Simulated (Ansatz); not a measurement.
`FCCC(F)(F)F` → `FCCF` + `F[C]F` at 700 K and 1 bar (difluorocarbene loss).

Program: Ansatz. Geometries: PBE0-D4/def2-TZVP. ΔE: electronic, gas phase. CBS: MP2 limit from def2 TZ/QZ plus the TZ coupled-cluster correction, frozen cores. This one scheme is used for every species. Each species was taken in one conformer, which may not be the lowest.

```tsv
species	CCSD(T)/CBS energy (Eh)	H − E (kJ/mol)	S (J/(mol·K))
`FCCC(F)(F)F`	-515.73968	273.8	468.0
`FCCF`	-278.07852	211.1	352.9
`F[C]F`	-237.54028	47.1	278.6
```

H − E and S are ideal-gas, rigid-rotor, harmonic terms from PBE0-D4/def2-TZVP, for one conformer and one mirror image of each species. 1 Eh = 2625.50 kJ/mol, R = 8.31446 J/(mol·K).

Q: By hand: ΔE, ΔH, ΔS and ΔG.

A: ΔE = (-278.07852) + (-237.54028) − (-515.73968) = 0.12088 Eh = 317.4 kJ/mol. Δ(H − E) = 211.1 + 47.1 − 273.8 = -15.6, so ΔH = 301.8 kJ/mol. ΔS = 352.9 + 278.6 − 468.0 = 163.5 J/(mol·K). ΔG = 301.8 − 700 × (163.5)/1000 = 187.4 kJ/mol.

Q: By hand: the equilibrium constant, and the temperature at which ΔG would vanish if ΔH and ΔS stayed fixed.

A: log₁₀ K = −ΔG/(RT ln 10) = -14.0. ΔG = 0 at ΔH/ΔS = 1846 K.

The number of gas molecules changes by +1, which sets the sign of ΔS. A doubt of 5 kJ/mol in ΔE shifts log₁₀ K by 0.4 here. Other conformers and mirror images would add mixing entropy, several J/(mol·K) or more a flexible species. These are equilibria of isolated gas molecules and say nothing of rates. Largest T1 diagnostic: 0.017 (customary marks: 0.02 for closed shells, 0.045 for open ones).
